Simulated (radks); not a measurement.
Results of a calculation; reference values are marked as such.
Cl+, configuration [Ne] 3s2 3p4. Level of theory: non-relativistic Kohn-Sham, PBE, spin-unpolarised, spherical densities, point nucleus (a radial shooting solver on a logarithmic mesh with Libxc functionals).

Normalised radial functions P(r) = r R(r), r in bohr:

| r | 1s | 2p |
|---|---|---|
| 0.006078 | 0.7487 | 0.0055 |
| 0.008781 | 1.0332 | 0.0111 |
| 0.01259 | 1.3882 | 0.0221 |
| 0.01804 | 1.8139 | 0.0434 |
| 0.02586 | 2.2778 | 0.0836 |
| 0.03706 | 2.7027 | 0.1566 |
| 0.05355 | 2.9613 | 0.2861 |
| 0.07676 | 2.8834 | 0.4890 |
| 0.11 | 2.3860 | 0.7774 |
| 0.1577 | 1.5695 | 1.1205 |
| 0.226 | 0.7483 | 1.4179 |
| 0.324 | 0.2269 | 1.5080 |
| 0.4681 | 0.0346 | 1.2672 |
| 0.6709 | 0.0022 | 0.7876 |
| 0.9616 | 0.0000 | 0.3279 |
| 1.378 | 0.0000 | 0.0801 |
| 1.976 | 0.0000 | 0.0093 |
| 2.854 | 0.0000 | 0.0003 |
| 4.091 | 0.0000 | 0.0000 |
| 5.864 | 0.0000 | 0.0000 |

1s: eigenvalue -2753.6 eV, 0 radial nodes, <r> = 0.0914 bohr, 90 % of the charge inside 0.163 bohr. 2p: eigenvalue -204.43 eV, 0 radial nodes, <r> = 0.407 bohr, 90 % of the charge inside 0.676 bohr.
